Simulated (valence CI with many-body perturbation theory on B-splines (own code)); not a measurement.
**Which ion has this spectrum?**

A relativistic CI+MBPT calculation for an atom or ion with 6 electrons gives these levels (eV):

```
J  Parity       E     g
0    even     0.0      
1    even  1091.3  1.47
2    even  1109.3  1.14
2     odd  1367.3  1.50
1     odd  1449.4  1.11
2    even  2221.6  1.29
0    even  2279.8      
2     odd  2431.9  1.55
3     odd  2475.1  1.30
0     odd  2532.1      
1     odd  2553.2  1.30
2     odd  2562.8  1.05
1     odd  2566.8  1.30
2    even  2855.2  1.31
```

The energies are calculated, and their last digits are not significant.

Q: Which is it?
A. Er62+
B. Tm63+
C. Yb64+
D. Ho61+

A: C. Yb64+, ground level (2s^2 2p1/2^2) J=0.
